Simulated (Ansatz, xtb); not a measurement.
C3H8BFN2: which of two isomers lies lower

Structure a: `C=CN(C)B(N)F`, a singlet. Structure b: `FC[C@@H]1CNBN1`, a singlet. Both are isolated molecules in the gas phase, relaxed with B3LYP/def2-SVP; the shapes shown needn't be the lowest conformers.

a (Å):

```xyz
15

C    -0.0826   -0.2005    0.7153
C    -0.3346   -0.3959   -0.5915
C     0.9758    1.4983   -1.3584
B    -0.2123    0.0437   -3.0301
F     0.2850    0.8497   -3.9931
N     0.1247    0.3585   -1.6654
N    -1.0178   -1.0346   -3.4462
H     0.5413    0.6113    1.0919
H    -0.5168   -0.8796    1.4502
H    -0.9729   -1.2370   -0.8765
H     0.4514    2.2211   -0.7085
H     1.8920    1.1787   -0.8307
H     1.2638    2.0050   -2.2861
H    -1.2041   -1.1778   -4.4304
H    -1.4515   -1.7173   -2.8423
```

b (Å):

```yaml
atoms:
  - { symbol: C, position_ang: [-1.2259, 0.5041, 0.3409] }
  - { symbol: C, position_ang: [-0.5407, 0.1227, -0.9721] }
  - { symbol: C, position_ang: [-1.1611, -1.1528, -1.6013] }
  - { symbol: B, position_ang: [0.9954, -1.6711, -0.7819] }
  - { symbol: F, position_ang: [-2.5353, 0.8840, 0.0998] }
  - { symbol: N, position_ang: [-0.2455, -2.2164, -1.1967] }
  - { symbol: N, position_ang: [0.8507, -0.2554, -0.7431] }
  - { symbol: H, position_ang: [-1.2278, -0.3543, 1.0353] }
  - { symbol: H, position_ang: [-0.6995, 1.3483, 0.8216] }
  - { symbol: H, position_ang: [-0.6389, 0.9818, -1.6595] }
  - { symbol: H, position_ang: [-2.1931, -1.3018, -1.2406] }
  - { symbol: H, position_ang: [-1.2139, -1.0524, -2.7029] }
  - { symbol: H, position_ang: [-0.4407, -3.1693, -1.4688] }
  - { symbol: H, position_ang: [1.9922, -2.2880, -0.5115] }
  - { symbol: H, position_ang: [1.5028, 0.4296, -0.3871] }
```

Estimate which is lower in electronic energy at CCSD(T)/def2-SVP + ΔMP2/def2-TZVPP, and by roughly how much.

The CCSD(T)/def2-SVP + ΔMP2/def2-TZVPP calculation puts structure a lower, by 162.2 kJ/mol.

The same difference at several levels:

```tsv
level	geometry	E(b) − E(a) (kJ/mol)	departure from the last row (kJ/mol)	job, with rough time for the two
GFN2-xTB	GFN2-xTB	+55.8	−106.4	optimisation, 0.42 s
HF/STO-3G	GFN2-xTB	+6.3	−155.9	single point, 0.36 s
r2SCAN-D4/def2-SVP	GFN2-xTB	+166.4	+4.2	single point, 4.1 s
B3LYP/def2-SVP	B3LYP/def2-SVP	+169.5	+7.3	optimisation, 45 s
HF/def2-SVP	B3LYP/def2-SVP	+166.7	+4.6	part of the CCSD(T) run
MP2/def2-SVP	B3LYP/def2-SVP	+161.5	−0.7	part of the CCSD(T) run
CCSD(T)/def2-SVP	B3LYP/def2-SVP	+158.2	−4.0	single point
CCSD(T)/def2-SVP + ΔMP2/def2-TZVPP	B3LYP/def2-SVP	+162.2		single point, 83 s
```

As drawn, b has 1 C–F, 2 C–C, 1 B–H in place of 1 C=C, 1 B–F, 1 C–H. Structure a has no ring, b a 5-membered ring.

The levels shown agree on the order. The largest departure from CCSD(T)/def2-SVP + ΔMP2/def2-TZVPP is that of HF/STO-3G, 155.9 kJ/mol. The last row adds to CCSD(T) the change of the MP2 difference between the two basis sets, here +4.0 kJ/mol.

With thermal terms from frequencies at re-optimised GFN2-xTB minima (ideal gas, soft modes damped towards free rotors, one conformer each, 298.15 K, 1 atm): on the last row, ΔE + ΔZPE = +165.4, ΔH = +162.0, ΔG = +168.2 kJ/mol.

The correlated steps freeze 7 core orbitals. Mirror images aren't counted in ΔG. Run with Ansatz 0.2.0, xtb 6.7.1; the last row on 4 threads of Arm Neoverse V1 on a shared host.
